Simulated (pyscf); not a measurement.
Structures and frequencies: ωB97X-D3(BJ)/def2-SVP in PySCF.

Q: PBE/def2-TZVP puts the barrier of cyclic C₅H₉ (SMILES [CH]1CCCC1) [doublet] -> •H₂C–CH₂–CH₂–CH=CH₂ (ring opening; doublet surface; C–C broken, none formed) at 33.7 kcal/mol and the reaction energy at +21.5 kcal/mol, from the reactant's lowest minimum found. What do r²SCAN/def2-TZVP, M06-2X/def2-TZVP, ωB97M-D3(BJ)/def2-TZVP give on the same structures?

A: r²SCAN: ΔE‡ = 35.0 kcal/mol, ΔE = +21.7 kcal/mol; M06-2X: ΔE‡ = 37.8 kcal/mol, ΔE = +20.4 kcal/mol; ωB97M-D3(BJ): ΔE‡ = 37.1 kcal/mol, ΔE = +20.8 kcal/mol. PBE's barrier lies under all of them, by 1.3 to 4.1 kcal/mol. Its reaction energy matches one of them and lies within 1.1 kcal/mol of the others. One saddle was located; it need not be the lowest between these sides.
